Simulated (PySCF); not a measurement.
A side-by-side comparison of computed properties.

First species: C₄H₁₃NOSi.
SMILES: `CC(C)(CN)[SiH2]O`

Second species: C₄H₇ClS₂Si₂.
SMILES with atom numbers: `[CH:1]#[C:2][Si@@H:3]([Cl:4])[S:5]/[CH:6]=[CH:7]/[S:8][SiH3:9]` (hydrogens: H10 on C1; H11 on Si3; H12 on C6; H13 on C7; H14, H15, H16 on Si9)

Levels: PBE0/pcSseg-1 for dipole moment, HOMO energy, LUMO energy and HOMO–LUMO gap; GFN2-xTB for rotational constant A and rotational constant C. Geometries: GFN2-xTB. All species are isolated and taken at one optimised geometry, non-relativistic unless stated; the electronic structure was computed with PySCF and density fitting.

Dipoles, sizes and rotational constants follow the conformer. The torsions of the flexible species, by atom-mapped SMILES:
- `[CH3:1][C:2]([CH3:3])([CH2:4][NH2:5])[SiH2:6][OH:7]`: C1–C2–C4–N5 171°, C1–C2–Si6–O7 179°, H–N5–C4–C2 55°, H–N5–C4–C2 174°, H–O7–Si6–C2 167°
- `[CH:1]#[C:2][Si@@H:3]([Cl:4])[S:5]/[CH:6]=[CH:7]/[S:8][SiH3:9]`: C2–Si3–S5–C6 164°, Si3–S5–C6–C7 21°, C6–C7–S8–Si9 4°

```tsv
property	column X	column Y
dipole moment	1.77 D	1.95 D
HOMO energy	-6.46 eV	-6.25 eV
LUMO energy	0.58 eV	-0.91 eV
HOMO–LUMO gap	7.04 eV	5.34 eV
rotational constant A	2.346 GHz	1.576 GHz
rotational constant C	1.413 GHz	0.268 GHz
```

(1) Which column belongs to which species?

(2) How does each property change from the first species to the second?

## Answers

(1) Column X is the first species and column Y the second. The first has 20 atoms and 66 electrons, the second 16 and 108.

(2) dipole moment +0.18 D; HOMO energy +0.21 eV; LUMO energy -1.49 eV; HOMO–LUMO gap -1.70 eV; rotational constant A -0.770 GHz; rotational constant C -1.145 GHz.

On the first: A dipole of 1.77 D is allowed in C1, and pure rotational transitions are dipole-allowed. In atomic units the dipole is 0.70 e·bohr (1 au = 2.5417 D).

On the second: A dipole of 1.95 D is allowed in C1, and pure rotational transitions are dipole-allowed. In atomic units the dipole is 0.77 e·bohr (1 au = 2.5417 D).
